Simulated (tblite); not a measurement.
Compound: C₂H₁₀FNSi₂.
Z-matrix (Å and degrees, GFN2-xTB geometry), rows numbered from 1:
```
C 
C   1  1.5247
N   2  1.4517  1  112.95
Si  3  1.7456  2  117.68  1   -80.90
Si  3  1.7233  2  116.60  1    83.83
F   5  1.6052  3  107.22  2   165.53
H   1  1.0873  2  110.05  3    59.73
H   1  1.0875  2  110.25  3   179.77
H   1  1.0874  2  110.16  3   -60.03
H   2  1.0936  1  109.12  3  -121.00
H   2  1.0940  1  109.08  3   121.29
H   4  1.4660  3  105.16  2   -37.88
H   4  1.4551  3  107.46  2  -157.73
H   4  1.4711  3  111.45  2    80.81
H   5  1.4553  3  108.77  2    50.96
H   5  1.4593  3  115.37  2   -79.46
```

Computed values, GFN2-xTB/tblite, gas phase, harmonic and unscaled. Against measured fundamentals such values can be off by several per cent, at times by over 20. Modes of hydrogen on silicon can be 10 to 20 % off. One conformer, not necessarily the lowest.

Harmonic wavenumbers (cm⁻¹): 33.8, 61.9, 83.9, 152.5, 174.9, 206.9, 257.6, 330.4, 428.1, 535.1, 568.8, 575.8, 591.9, 610.6, 746.0, 759.1, 787.5, 789.6, 810.6, 825.1, 843.1, 967.1, 985.3, 1082.4, 1162.0, 1178.7, 1283.9, 1342.7, 1399.7, 1489.1, 1492.6, 1500.7, 2181.3, 2230.0, 2276.0, 2324.8, 2330.2, 2931.8, 2947.6, 3032.7, 3036.1, 3039.9.

A = 2816, B = 1728, C = 1185 MHz; mass 123.034 u (most abundant isotopes); point group C1, symmetry number 1.

Task: What is the zero-point energy?

Result: ½Σν̃ = 25194 cm⁻¹ = 72.03 kcal/mol.

Task: Entropy at 200 K, 1 bar (ideal gas, RRHO, classical rotation)?

Result: Translation 38.38, rotation 27.22, vibration 19.64: S = 85.2 cal/(mol K).

Task: And Cp and H(200 K) − H(0)?

Result: Cp = 27.40 cal/(mol K), of which vibrations give 19.45 (their classical limit is 42 R = 83.5); H(200 K) − H(0) = 3.62 kcal/mol without the zero-point energy, 2.03 from vibrations.

Task: Blend soft modes into free rotors: weight 1/[1 + (100 cm⁻¹/ν̃)⁴] for the oscillator and the rest for a rotor with moment μB/(μ + B), μ = h/(8π²ν), B = 10⁻⁴⁴ kg m². What vibrational entropy results?

Result: 17.63 cal/(mol K) in place of 19.64, which changes −T·S at 200 K by +0.40 kcal/mol.

Task: How do the functions run with temperature in this model?

Result: 
| T (K) | S (cal/(mol K)) | Cp (cal/(mol K)) | H − H(0) (kcal/mol) | G − H(0) (kcal/mol) | ln q(vib) |
| --- | --- | --- | --- | --- | --- |
| 100 | 69.7 | 18.5 | 1.34 | -5.64 | 2.13 |
| 300 | 98.1 | 36.6 | 6.83 | -22.61 | 7.29 |
| 500 | 120.5 | 51.3 | 15.72 | -44.53 | 12.14 |
| 800 | 147.9 | 65.1 | 33.37 | -84.96 | 18.88 |
| 1000 | 163.1 | 71.2 | 47.03 | -116.09 | 22.97 |

q(vib) and H(0) count from the zero-point level.

Hindered rotation and anharmonicity are outside this model. Other conformers, if any are populated, would add a mixing term that is left out. The structure is chiral; the term R ln 2 for an equal mix with its mirror image is left out.

On an Arm Neoverse N1 with one thread, no GPU, shared host with 64 logical CPUs at a one-minute load of 41, this took 0.79 s wall. This covers the Hessian and the dipole derivatives.
